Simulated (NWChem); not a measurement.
System: GeSiH$_{5}$OCl; SMILES Cl[Si@@H](O)[GeH3]

NWChem input:

```
start job
memory heap 200 mb stack 900 mb global 1100 mb
geometry units angstroms noautoz
  O     -1.925542     1.088323    -0.314390
  Si    -0.497341     0.707426     0.437569
  Cl     1.035788     1.956584    -0.212791
  Ge     0.199315    -1.516430    -0.050802
  H     -1.975747     0.945925    -1.264733
  H     -0.725155     0.975465     1.879243
  H     -0.835937    -2.540608     0.449904
  H      1.559537    -1.821647     0.597692
  H      0.335072    -1.674006    -1.577445
end
basis spherical
  * library 6-31g*
end
dft
  xc r2scan0
  iterations 150
  mulliken
end
task dft energy
```

The geometry was optimised at PBE0/def2-SVP.

Question: Give the results of this calculation. (r2SCAN0/6-31G* (spherical d).) Quantities: energy (Ha); highest occupied level (eV); orbital gap (eV); dipole (D).

Answer: The energy (Ha) is -2904.54. The highest occupied level (eV) is -8.18, the orbital gap (eV) is 8.31 and the dipole (D) is 1.87.
